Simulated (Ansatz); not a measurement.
Compare A (`[GeH3][SiH]1CO1`) with its isomer B (`O[CH]1[SiH2][GeH2]1`).

Gas-phase electronic energies from Ansatz, PBE0-D4/def2-TZVP geometries. CCSD(T)/CBS is the MP2 limit (def2-TZVPP, def2-QZVPP) plus CCSD(T) − MP2 in def2-TZVPP, frozen cores. DFT in def2-TZVPP. B3LYP here is the variant with VWN-RPA as its local correlation; programs differ in this. For Ge outer-core shells are correlated without core-valence functions, which leaves a few kJ/mol of doubt a bond. Scalar relativity is left out up to krypton. Each species was taken in one conformer, which may not be the lowest.

Problem. Which is lower in electronic energy at CCSD(T)/CBS, and by how much? (An estimate is asked.)

Solution. Ansatz gave: A, by 109.1 kJ/mol.

Problem. Give E(B) − E(A) in kJ/mol with B2PLYP, B3LYP-D4, r2SCAN-D4, PBE0-D4, PBE-D4, CCSD/def2-TZVPP, HF/def2-TZVPP. (An estimate is asked.)

Solution. Ansatz gave: B2PLYP 117.2, B3LYP-D4 114.1, r2SCAN-D4 114.2, PBE0-D4 105.5, PBE-D4 104.9, CCSD/def2-TZVPP 114.8, HF/def2-TZVPP 126.0. None reverses the order clearly.

Largest T1 diagnostic: 0.014.

In def2-TZVPP, CCSD(T) changes the Hartree–Fock value by −13.1 kJ/mol (the triples alone add −1.9 kJ/mol) and MP2 by −11.7 kJ/mol.
